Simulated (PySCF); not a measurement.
**Unknown compound**

Molecular formula: C7H13NSi. Simulated spectra:

$^{1}$H NMR (500 MHz, computed): δ 9.11 (s, 1H), 6.11 (br s, 1H), 5.51 (s, 2H), 5.38 (m, 1H), 5.34 (m, 1H), 5.26 (br s, 1H), 2.11 (s, 3H), 2.10 (s, 3H).

$^{13}$C{$^{1}$H} NMR (computed): δ 179.9 (CH), 147.9 (C), 147.9 (C), 133.3 (CH2), 124.7 (CH2), 26.5 (CH3), 23.5 (CH3).

- coordinates at the GFN2-xTB level
- shielding tensors at PBE0/pcSseg-1 (GIAO)
- code: PySCF 2.14
- a single conformation, isolated molecule, non-relativistic Hamiltonian, rapidly exchanging positions averaged

Referencing at the same level of theory: TMS for $^{1}$H, $^{13}$C.

Question: What is the structure?

Answer: 
- Rings plus π bonds: 3 (no ring in the answer).
- 7 carbon signals for 7 carbons: no two carbons are equivalent.
- Carbon types of the structure: 2 × C, 1 × CH, 2 × CH2, 2 × CH3, leaving 2 H on heteroatoms.
- δC 179.9: C=N carbon.
- δC 147.9, 147.9: fully substituted alkene carbon; an sp2 carbon of a C=C bond.
- δC 133.3, 124.7: terminal =CH2 carbon; as expected for a trigonal carbon in a double bond.
- δC 26.5, 23.5: allylic methyl carbon; saturated and bonded to C and H only.
- δH 9.11: hydrogen on a C=N carbon.
- δH 6.11, 5.38, 5.34, 5.26: hydrogen on a terminal =CH2 carbon; olefinic region.
- δH 2.11, 2.10: hydrogen on an allylic methyl carbon; allylic position.

The compound is `C=C(C)/C=N\[SiH2]C(=C)C`.

The shifts were computed for this structure.

Shifts are as computed. Against solution values, carbons near 30 ppm lie about +3 ppm off and those near 130 ppm about +5 ppm. Of 1309 compounds with measured shifts, 239 miss one by over three times the rms of a fit or turn the order of signals round; such compounds aren't used in these exercises. Multiplicities follow the n + 1 count of equivalent neighbours, as no J values were calculated; m marks all less simple cases, F and P coupling included.
